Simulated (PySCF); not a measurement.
W(NH)2(F)(Cl) (ClFH₂N₂W), SMILES [F][W](=[NH])([Cl])=[NH], multiplicity 1.

The structure is a stationary point at B3LYP-D3(BJ)/def2-SVP. The spin state was assumed, not searched. The structure was generated by enumeration; whether it is a known compound was not checked. The def2 effective core potentials stand for the cores of W; spin–orbit coupling is left out.

These are PySCF with B3LYP-D3(BJ)/def2-SVP values and carry that method's errors.

Frequencies are harmonic and unscaled.

Computed harmonic wavenumbers and intensities:
| mode | ν (cm⁻¹) | IR (km/mol) | Raman (Å⁴/amu) | depolarisation | moving atoms (share of kinetic energy) |
|---|---|---|---|---|---|
| 1 | 139 | 2.5 | 1.7 | 0.66 | F 51 %, Cl 29 %, W 11 % |
| 2 | 182 | 0.2 | 3.2 | 0.75 | N 40 %, Cl 25 %, W 16 %, F 12 % |
| 3 | 225 | 5.2 | 2.1 | 0.69 | N 47 %, H 20 %, F 18 %, Cl 8 % |
| 4 | 248 | 2.3 | 4.9 | 0.75 | N 49 %, F 39 % |
| 5 | 303 | 4.7 | 8.4 | 0.70 | N 64 %, H 27 % |
| 6 | 396 | 28.9 | 3.6 | 0.09 | Cl 76 %, W 19 % |
| 7 | 430 | 302.7 | 0.6 | 0.75 | H 84 %, N 16 % |
| 8 | 616 | 151.9 | 2.1 | 0.61 | H 68 %, N 22 %, F 9 % |
| 9 | 625 | 0.0 | 2.2 | 0.75 | H 87 %, N 13 % |
| 10 | 686 | 167.2 | 2.3 | 0.12 | F 80 %, W 11 % |
| 11 | 734 | 61.7 | 1.6 | 0.74 | H 70 %, N 28 % |
| 12 | 993 | 121.0 | 14.2 | 0.75 | N 81 %, W 10 %, H 9 % |
| 13 | 1034 | 39.1 | 50.2 | 0.03 | N 87 % |
| 14 | 3616 | 149.4 | 145.2 | 0.75 | H 93 % |
| 15 | 3619 | 188.3 | 184.5 | 0.14 | H 92 % |
